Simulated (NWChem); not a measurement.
System: SiF2, singlet; SMILES F[Si]F

The following NWChem deck was run.

```
start job
memory heap 200 mb stack 900 mb global 1100 mb
geometry units angstroms noautosym nocenter noautoz
  Si     0.000000     0.000000     0.571380
  F      1.246000     0.000000    -0.460237
  F     -1.246000     0.000000    -0.460237
end
basis spherical
  * library def2-tzvp
end
dft
  xc xpbe96 cpbe96
  iterations 150
end
property
  response 1 0.0
end
task dft property
```

Low-valent species are run as closed-shell singlets; no triplet was tried in these runs. All runs use the structure optimised with B3LYP/6-31G* (spherical d).

Static field.

What results follow from this input? (PBE/def2-TZVP.) Quantities: basis functions; isotropic polarisability (bohr³); anisotropy (bohr³).


```json
{
  "number_of_basis_functions": "99",
  "isotropic polarisability (bohr³)": "27.2",
  "anisotropy (bohr³)": "2.6"
}
```
